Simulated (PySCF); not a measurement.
Harmonic spectrum computed at PBE in the def2-TZVP basis family (core potentials from Rb on, PySCF, no spin–orbit coupling):

| ω (cm⁻¹) | IR (km/mol, summed over degenerate members) | degeneracy |
| --- | --- | --- |
| 1121 | 74.0 | 1 |
| 1154 | 22.5 | 2 |
| 2504 | 0.0 | 1 |
| 2639 | 226 | 2 |

Task: Which molecule gave it? In each, all ligands are bound to the one heavy central atom.
A. AsH₃ (singlet)
B. BH₃ (singlet)
C. CH₃ (doublet)
D. NH₃ (singlet)

Result: B. It has D3h symmetry with B–H 1.199 Å (×3).
